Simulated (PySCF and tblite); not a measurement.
Results of a calculation; reference values are marked as such.
C4H3F3O, numbered as in [O:1]=[CH:2]/[CH:3]=[CH:4]/[C:5]([F:6])([F:7])[F:8].

Search: ETKDG and KDG, MMFF94s, GFN2-xTB, 60 starts; geometries at GFN2-xTB. Energies: B3LYP-D3(BJ)/pcSseg-1 (IEF-PCM, chloroform), with GFN2-xTB thermal terms (modes under about 100 cm⁻¹ blended into free rotors). Symmetry numbers and mirror images are counted. Conformers within 2.5 kcal/mol (GFN2-xTB free energy) were kept, 6 at most. Programs: PySCF with density fitting and tblite.

Rotational constants are equilibrium values for the commonest isotopes; dipoles come from the energy level named and are polarised by its solvent model.

Torsions listed: O1–C2–C3–C4.

```
conformer  shape  symmetry  weight %
        1   180°        Cs      88.0
        2     0°        Cs      12.0
```

Sets of constants, in random order:

| set | A (MHz) | B (MHz) | C (MHz) | abs μa (D) | abs μb (D) | abs μc (D) |
| --- | --- | --- | --- | --- | --- | --- |
| P | 4576 | 1029 | 983 | 0.69 | 2.24 | 0.00 |
| Q | 5167 | 916 | 900 | 0.71 | 2.03 | 0.00 |

Match each set to its conformer.

P is conformer 2, Q is conformer 1.


Conformer gaps in pcSseg-1 on xTB geometries can be 2 kcal/mol off for S=O, P=O and other polar bonds.